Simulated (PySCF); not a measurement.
Species: C₄H₈BF₂NO.
SMILES with atom numbers: `[CH3:1][C:2](=[O:3])[NH:4][CH2:5][CH2:6][B:7]([F:8])[F:9]` (hydrogens: H10, H11, H12 on C1; H13 on N4; H14, H15 on C5; H16, H17 on C6)

Structure used (PBE0-D3(BJ)/def2-SVP), in Å, numbered top down from 1:
```
atom  x, y, z in Å
C1     2.9286   -0.1561    0.4013
C2     1.6413   -0.2274   -0.3897
O3     1.4776   -0.9921   -1.3196
N4     0.6701    0.6399    0.0198
C5    -0.6448    0.6328   -0.5717
C6    -1.6392   -0.2786    0.1416
B7    -3.0655   -0.3227   -0.4934
F8    -3.3630    0.3502   -1.5916
F9    -4.0448   -1.0294    0.0430
H10    3.6731   -0.7994   -0.0810
H11    3.3108    0.8747    0.4521
H12    2.7665   -0.5079    1.4323
H13    0.8284    1.1899    0.8535
H14   -1.0251    1.6660   -0.6092
H15   -0.5179    0.2968   -1.6106
H16   -1.7516    0.0037    1.2045
H17   -1.2503   -1.3128    0.1610
```

Method used: PySCF 2.14.0, density-fitted response routines, TDDFT wB97X-D/def2-SVPD, vertical, gas phase, core orbitals frozen in the response.

Transition dipole moments from the ground state, in atomic units and in the frame of the coordinates above (overall signs are arbitrary), for the states with f of 0.002 or more among the lowest 8:

```tsv
state	E (eV)	μx	μy	μz
S2	7.007	-0.224	0.075	0.172
S3	7.319	0.560	-0.485	-0.350
S4	7.439	-0.634	0.277	0.085
S5	7.703	0.101	-0.182	-0.067
S6	8.123	-0.066	0.052	0.225
S7	8.309	0.076	0.057	0.073
S8	8.343	0.222	-0.010	0.101
```

Problem. Work out the oscillator strengths.

Solution. f = (2/3) ΔE |μ|² with ΔE in hartree (27.2114 eV).

| state | \|μ\|² (au) | \|μ\| (D) | f |
| --- | --- | --- | --- |
| S2 | 0.085 | 0.74 | 0.015 |
| S3 | 0.671 | 2.08 | 0.120 |
| S4 | 0.486 | 1.77 | 0.089 |
| S5 | 0.048 | 0.56 | 0.009 |
| S6 | 0.058 | 0.61 | 0.011 |
| S7 | 0.014 | 0.30 | 0.003 |
| S8 | 0.060 | 0.62 | 0.012 |

Problem. Which bond between heavy atoms lies closest to the direction of the S3 transition dipole?

Solution. C2–N4, at 8° from it; next C2–O3 at 53°.

Problem. What angle do the transition dipoles of S2 and S4 make?

Solution. |cos θ| = |μa·μb| / (|μa| |μb|) = 0.87, so θ ≈ 29° (taken between 0 and 90°, since the signs are arbitrary).

Problem. What peak molar absorption coefficient would the strongest computed level give as a lone Gaussian band 0.3 eV wide at half height?

Solution. ε(max) = 2.175×10⁸ f / FWHM, with the width in cm⁻¹. S3: 2.175×10⁸ × 0.1204 / 2420 ≈ 11000 L mol⁻¹ cm⁻¹.

All these states lie below the vertical ionisation energy of 9.65 eV (ΔSCF).

One conformer stands for the species.
